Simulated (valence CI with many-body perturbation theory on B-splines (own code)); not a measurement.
Results of a calculation; reference values are marked as such.
## A CI+MBPT run for Tl L

Level of theory: relativistic CI+MBPT: four valence electrons over a frozen Dirac-Fock core [Ar] 3d10, radial functions for each j: 11 s, 11 p, 9 d, 7 f, 5 g, 2 h, 1 i, with the one-electron correlation potential Σ1 (screened to all orders), the two-electron term Σ2, the three-electron term Σ3, Breit, model QED; selected single and double excitations, second order for the rest (own B-spline code, finite nucleus).

Command, and the settings that its task file holds:

```sh
python run_cv.py task.json out
```

```
atom Tl  Z=81  mass_number=205  rms_radius_fm=5.4759
core [Ar] 3d10
valence 4s2 4p2
avg = 1
basis = L
breit = 1
cap = 40000
capref = 1200
cscale = 1
de = 0.0
dress = 0
eps = 2e-08
h = 0.27
hh = 1
l2 = 3
lcore = 6
maxit = 60
n2 = 5
natural = 1
nlev = 60
nno = [7, 7, 6, 5, 4, 2, 1]
nroot = 26
nsp = [4, 4, 3, 2, 1, 0, 0]
pt2 = 1
qed = 1
rpa = 1
s1 = 1
s2 = 1
s3 = 1
screen = 1
tol = 2e-05
```

Roughly how long does this run take on one core of Arm Neoverse V2, and how much memory?

2.8 min on 1 thread of Arm Neoverse V2 (shared host), peak memory 1.1 GiB.

Log. The first blocks belong to the next ion, which gives the ionisation energy. Fields: 2J, parity (1 odd), roots, reference size, generating configurations, candidates as configurations/state functions, variational space P, stored matrix elements, Davidson steps; e2 is the range of second-order energies in hartree. The first line gives the box (bohr), its intervals, the orbitals and the steps of their self-consistent field. Window is the range of levels sought, series limit the energy at which the first omitted orbital would enter, core excitation an estimate of the first excitation out of the core, left out the lowest levels not solved, and shifts from estimates the range by which levels moved from their first estimate, all in cm⁻¹.

```
rmax 3.0 intervals 57 orbitals 81 references ['4s2 4p2', '4s 4p3', '4s2 4p 4d', '4p4', '4s2 4p 4f'] scf 3 t 1.3
2J=1 par=1 roots 2 ref 23 generators 5 cand 5273/8002 P 1692/2505 nnz 1.2e+06 it 5
2J=1 par=1 roots 2 ref 23 generators 9 cand 4815/7475 P 2308/3466 nnz 2e+06 it 4
   second order: generators 14 cand 6966/10811 e2 -0.00002 -0.00001
reference levels 694, estimated 223, window 5259872 1/cm; series limit 15050890, core excitation 16396008
2J=0 par=0 roots 7 ref 34 generators 18 cand 25296/47847 P 5123/8000 nnz 4.5e+06 it 5
2J=0 par=0 roots 7 ref 34 generators 26 cand 25923/53362 P 9228/15508 nnz 1.4e+07 it 5
   second order: generators 35 cand 24676/52882 e2 -0.00006 -0.00000
2J=2 par=0 roots 10 ref 70 generators 14 cand 24790/112214 P 2401/8000 nnz 6.2e+06 it 7
2J=2 par=0 roots 10 ref 70 generators 26 cand 31601/157034 P 9163/35564 nnz 8.5e+07 it 8
   second order: generators 31 cand 27750/142389 e2 -0.00009 -0.00002
2J=4 par=0 roots 15 ref 106 generators 24 cand 32471/206698 P 2401/7997 nnz 6e+06 it 7
2J=4 par=0 roots 15 ref 106 generators 40 cand 35218/242824 P 9202/39998 nnz 9.8e+07 it 8
   second order: generators 52 cand 33947/254147 e2 -0.00037 -0.00006
2J=4 par=1 roots 10 ref 57 generators 18 cand 25238/141339 P 2322/7998 nnz 6.1e+06 it 6
2J=4 par=1 roots 10 ref 57 generators 32 cand 33752/233759 P 9397/40000 nnz 9.9e+07 it 8
   second order: generators 56 cand 35095/264704 e2 -0.00019 -0.00003
2J=2 par=1 roots 8 ref 44 generators 18 cand 26210/116203 P 2871/7999 nnz 5.9e+06 it 5
2J=2 par=1 roots 8 ref 44 generators 30 cand 29914/147756 P 8779/29638 nnz 5.9e+07 it 6
   second order: generators 45 cand 28307/148881 e2 -0.00013 -0.00003
2J=6 par=1 roots 6 ref 53 generators 15 cand 29782/195124 P 2458/7999 nnz 5.7e+06 it 5
2J=6 par=1 roots 6 ref 53 generators 30 cand 33937/270053 P 8980/39996 nnz 9.6e+07 it 9
   second order: generators 52 cand 39828/355653 e2 -0.00020 -0.00007
2J=0 par=1 roots 3 ref 16 generators 9 cand 18730/33470 P 4565/7258 nnz 4.4e+06 it 4
2J=0 par=1 roots 3 ref 16 generators 17 cand 18744/36771 P 6398/10321 nnz 7.6e+06 it 5
   second order: generators 26 cand 25928/53087 e2 -0.00006 -0.00002
2J=6 par=0 roots 11 ref 96 generators 17 cand 31302/224432 P 2031/7994 nnz 6.3e+06 it 10
2J=6 par=0 roots 11 ref 96 generators 28 cand 34210/269809 P 7853/39998 nnz 9.9e+07 it 11
   second order: generators 45 cand 40856/355317 e2 -0.00060 -0.00017
2J=8 par=1 roots 2 ref 37 generators 6 cand 20210/129131 P 2016/7999 nnz 6.5e+06 it 5
2J=8 par=1 roots 2 ref 37 generators 11 cand 28883/203026 P 5154/23225 nnz 4.6e+07 it 5
   second order: generators 25 cand 35697/303152 e2 -0.00014 -0.00009
2J=8 par=0 roots 6 ref 82 generators 12 cand 27406/195410 P 2323/7993 nnz 6e+06 it 5
2J=8 par=0 roots 6 ref 82 generators 28 cand 32974/267070 P 8061/39998 nnz 1e+08 it 10
   second order: generators 38 cand 32861/298398 e2 -0.00034 -0.00009
2J=10 par=0 roots 2 ref 47 generators 6 cand 19491/139764 P 2071/7985 nnz 7.9e+06 it 4
2J=10 par=0 roots 2 ref 47 generators 11 cand 22581/167617 P 4994/23974 nnz 5.5e+07 it 5
   second order: generators 23 cand 31825/255653 e2 -0.00011 -0.00011
left out: unestimated 7605025, estimated 5782593, shifts from estimates -12 to 110
operators 2.2
```

The Davidson iterations converged.

The last digits are not significant, and no measured levels were compared; by estimate large intervals hold to a few tenths of a per cent, small ones and those within an open d or f shell to about a per cent.

* Valence energy: -442.7423 hartree
* Ionisation energy: 2856.3 eV (NIST: 2854 ± 4 eV (theoretical))
* Reference configurations for the orbitals: 4s2 4p2, 4s 4p3, 4s2 4p 4d, 4p4, 4s2 4p 4f
* Radial orbitals: 81
* Box radius: 2.987 bohr
* Largest variational space: 40000
* Lowest levels: (4s^2 4p1/2^2) J=0 0.000, (4s^2 4p1/2 4p3/2) J=1 11.110, (4s^2 4p1/2 4p3/2) J=2 11.468, (4s 4p1/2^2 4p3/2) J=2 19.538, (4s 4p1/2^2 4p3/2) J=1 20.764, (4s^2 4p3/2^2) J=2 22.852, (4s^2 4p3/2^2) J=0 23.625, (4s^2 4p1/2 4d3/2) J=2 24.192, (4s^2 4p1/2 4d3/2) J=1 25.753, (4s^2 4p1/2 4d5/2) J=2 27.337, (4s^2 4p1/2 4d5/2) J=3 27.426, (4s 4p1/2 4p3/2^2) J=2 [a] 30.432, (4s 4p1/2 4p3/2^2) J=3 31.131, (4s 4p1/2 4p3/2^2) J=0 31.590 Ry

Levels are named by their leading jj configuration (3d3/2^4 stands for four electrons in 3d with j = 3/2), which in mixed levels can hold well under half, so a name can repeat and another be missing. Letters in brackets count levels of one name in rising energy.
